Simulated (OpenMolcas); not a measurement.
## Ag5+: moving or changing the point charges

Ag5+ among 2 point charges of -2 e arranged as a linear pair (D∞h), 1.83 Å from the ion.
```
   0.0000    0.0000    1.8300  -2.00
   0.0000    0.0000   -1.8300  -2.00
```

| Property | Result |
| --- | --- |
| Program | OpenMolcas 26.06 |
| Method | SS-CASPT2, IPEA 0.25 Eh, imaginary shift 0.1 Eh (closed shells correlated: 4s 4p) |
| Basis | ANO-RCC-VTZP [7s6p4d2f1g] |
| Scalar Hamiltonian | DKH2, point nucleus |
| Active space | 6 electrons in 5 orbitals (4d) |
| State averaging | 2S+1 = 5 even, 5 roots; 2S+1 = 3 even, 45 roots; 2S+1 = 1 even, 50 roots |
| Spin-orbit coupling | RASSI with atomic mean-field integrals over the reference wave functions |

Runs around this geometry, states (labels by Λ). Energies in cm-1 above the lowest state or level, χT in cm3 K/mol.

| R (Å) | q (e) | Ground state | First state of that spin | First gap with spin-orbit (degeneracies) | χT at 300 K | First state of another spin |
| --- | --- | --- | --- | --- | --- | --- |
| 1.83 | -1.6 | 5Δ | 5Π 8810 | 1070 (2, 2) | 4.893 | 3Φ 21030 |
| 1.72 | -2 | 5Δ | 5Π 12990 | 1140 (2, 2) | 4.857 | 3Σ 18340 |
| 1.83 | -2 | 5Δ | 5Π 11030 | 1110 (2, 2) | 4.873 | 3Σ 20250 |

Taking the first state of the same spin as R^-n, n = -ln(11030 / 12990) / ln(1.83 / 1.72) = 2.6 between the shortest and longest distance.

Scaling the charges by -1.6 / -2 = 0.80 scales the first state of the same spin by 8810 / 11030 = 0.80; with fixed orbitals a first-order splitting would follow the charge.

Roots that are degenerate in the reference are averaged as groups; the widest CASPT2 spread within a group is 25 cm-1 (the 2-fold group of multiplicity 1 near 74500 cm-1 above the lowest state of its run, R = 1.83, q = -2). Shifts and gaps below about the spread of the groups concerned are not significant. Point charges give a weaker field than real ligands, and real ions of this kind are as a rule low spin; the high spin found here belongs to the model. Free-ion shares, where given, are those of the reference states; single-state CASPT2 does not remix them. This is an electrostatic model: the charges have no orbitals. No measured value stands beside these numbers.
